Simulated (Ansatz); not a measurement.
Ansatz (a program for electronic structure) input (CCSD(T)/def2-SVPD):

Ansatz 0.2 input:
```yaml
crystal:
  periodic: [false, false, false]
  atoms:
    - {symbol: Y, position_ang: [0.27805011, 0.16573761, 0.05928043]}
    - {symbol: F, position_ang: [-1.03189510, 0.77800633, -1.29326829]}
    - {symbol: F, position_ang: [-0.17298869, -1.49620264, 1.03638641]}
basis:
  gaussian:
    orbitals: def2-SVPD
magnetization: {spin_polarized: true, initial_magnetization: 1}
correlation: {method: ccsd_t, electrons: outside_noble_gas}
output: {forces: true}
```

End of the output:

```
determinant -6441.48475613 eV, -236.7201985925 hartree, with singles and doubles -6453.57086721 eV, -237.1643549824 hartree
determinant -6440.27404386 eV, -236.6757057373 hartree, with singles and doubles -6452.41972556 eV, -237.1220513071 hartree
6 core orbitals not correlated, not the lowest: weight in the atoms' cores, before any rotation towards them, 0.681 or more for the frozen orbitals, at most 0.307 for the correlated occupied ones
reference -6442.86411133 eV, -236.7708889614 hartree; 9, 8 occupied and 65, 66 virtual orbitals, 753 factors
densities: 0.59 GiB planned
second order -12.19468870 eV of doubles, -0.00000000 eV of singles
coupled cluster: 0.44 GiB planned
cycle   1  -12.07619011 eV  change   -2.5e-1 eV  update   3.7e-2
cycle   2  -12.12535331 eV  change   -4.9e-2 eV  update   1.1e-2
cycle   3  -12.12462261 eV  change    7.3e-4 eV  update   7.1e-3
cycle   4  -12.12923902 eV  change   -4.6e-3 eV  update   2.8e-3
cycle   5  -12.12887665 eV  change    3.6e-4 eV  update   1.8e-3
cycle   6  -12.12911776 eV  change   -2.4e-4 eV  update   1.0e-3
cycle   7  -12.12910503 eV  change    1.3e-5 eV  update   5.5e-4
cycle   8  -12.12914028 eV  change   -3.5e-5 eV  update   2.2e-4
cycle   9  -12.12915183 eV  change   -1.2e-5 eV  update   7.8e-5
cycle  10  -12.12914909 eV  change    2.7e-6 eV  update   2.4e-5
cycle  11  -12.12915171 eV  change   -2.6e-6 eV  update   9.5e-6
cycle  12  -12.12914997 eV  change    1.7e-6 eV  update   4.3e-6
cycle  13  -12.12915110 eV  change   -1.1e-6 eV  update   1.7e-6
cycle  14  -12.12915103 eV  change    6.6e-8 eV  update   7.1e-7
cycle  15  -12.12915123 eV  change   -1.9e-7 eV  update   2.6e-7
perturbative correction -0.29784018 eV, -0.0109454246 hartree
the calculation of the forces begins
mean field evaluation 192: about -6442.8641 eV, gradient 6.1e-6 eV
Total energy: -6455.29110274 eV, -237.2275724721 hartree
Atom 0 at     0.278050     0.165738     0.059280 Å, force     0.724299     0.431734     0.154421 eV/Å
Atom 1 at    -1.031895     0.778006    -1.293268 Å, force    -0.555028     0.294836    -0.600365 eV/Å
Atom 2 at    -0.172989    -1.496203     1.036386 Å, force    -0.169271    -0.726570     0.445944 eV/Å
Dipole moment:     0.412109     0.245646     0.087862 e Å
```

The spin state was set by rule; other spins were not relaxed.
